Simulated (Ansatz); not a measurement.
`C[N]=[Nb]([NH2])([NH2])[NH2]`, 15 atoms. Total charge 0; spin multiplicity 1. Correlated methods include outer-core shells of Nb, which these sets cover unevenly. Nb: def2 effective core potential. All runs use 4 threads of an Arm Neoverse V2 on a shared host. Correlated methods freeze the cores.

**Question.** Give the basis size and wall time and peak host memory of each of these runs in Ansatz. direct RPA on PBE orbitals/def2-TZVPP energy; RKS PBE0-D4/def2-QZVPP energy; RKS r2SCANh-D4/def2-TZVPP energy; RKS PBE0-D4/def2-TZVP frequencies; RHF-CCSD(T)/def2-SVP energy; RKS PBE0-D4/def2-TZVP relaxation (23 steps); RKS ωB97M-V/def2-QZVPP energy; RHF-MP2/def2-QZVPP energy; RKS SPW92 (LDA)/def2-TZVPP energy; RKS ωB97M-V/def2-SVP energy; RHF-MP2/def2-TZVPP energy; RKS r2SCAN0-D4/def2-TZVPP energy. (An estimate is asked.)

**Answer.** Computed: Other jobs shared the machine, so times are rough.

```csv
level,job,functions,wall time,peak host memory (GiB)
RKS SPW92 (LDA)/def2-TZVPP,energy,337,2.6 s,0.5
RHF-MP2/def2-TZVPP,energy,337,9.5 s,1.1
RKS ωB97M-V/def2-SVP,energy,146,10 s,0.57
RKS r2SCAN0-D4/def2-TZVPP,energy,337,11 s,1.1
RKS r2SCANh-D4/def2-TZVPP,energy,337,11 s,1
direct RPA on PBE orbitals/def2-TZVPP,energy,337,15 s,1.1
RKS PBE0-D4/def2-QZVPP,energy,636,17 s,2.8
RKS ωB97M-V/def2-QZVPP,energy,636,41 s,3.1
RHF-CCSD(T)/def2-SVP,energy,146,54 s,1.5
RHF-MP2/def2-QZVPP,energy,636,60 s,5.4
RKS PBE0-D4/def2-TZVP,relaxation (23 steps),249,2.4 min,0.79
RKS PBE0-D4/def2-TZVP,frequencies,249,6.9 min,0.8
```
